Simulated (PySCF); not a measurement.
Numbering as in the mapped SMILES `[NH2:1][SiH2:2][C:3]#[C:4][SiH3:5]` (H(Xn): hydrogen on atom n).

PySCF 2.14 calculation with NMR shieldings at PBE0/pcSseg-1/GIAO and GFN2-xTB geometry; a single conformation, rapidly exchanging positions averaged, no solvent, relativity neglected.

Referencing at the same level of theory: $^{13}$C and $^{1}$H and $^{29}$Si vs TMS; $^{15}$N vs NH3.

| atoms | nucleus | count | Hirshfeld charge | δ (ppm) |
| --- | --- | --- | --- | --- |
| N1 | $^{15}$N | 1 | -0.32 | 13.6 |
| C4 | $^{13}$C | 1 | -0.15 | ? |
| H(Si2) | $^{1}$H | 2 | -0.07 | 4.75 |
| Si2 | $^{29}$Si | 1 | 0.39 | -65.0 |
| H(Si5) | $^{1}$H | 3 | -0.07 | 4.21 |
| C3 | $^{13}$C | 1 | -0.16 | ? |
| H(N1) | $^{1}$H | 2 | 0.12 | 0.44 |
| Si5 | $^{29}$Si | 1 | 0.34 | -99.9 |

Problem. Complete the table.

Solution. 
- C3: 123.7 ppm, alkyne carbon
- C4: 108.7 ppm, alkyne carbon

Exchangeable OH/NH protons stand at their gas-phase positions; hydrogen bonding in a real sample shifts them, mostly to higher δ. Shifts are as computed. Against solution values, carbons near 30 ppm lie about +3 ppm off and those near 130 ppm about +5 ppm. Of 1211 compounds with measured shifts, 218 miss one by over three times the rms of a fit or turn the order of signals round; such compounds aren't used in these exercises. Experimental scales use liquid or dissolved standards, which lie at an offset from isolated NH3 (liquid NH3: subtract about 20 ppm).
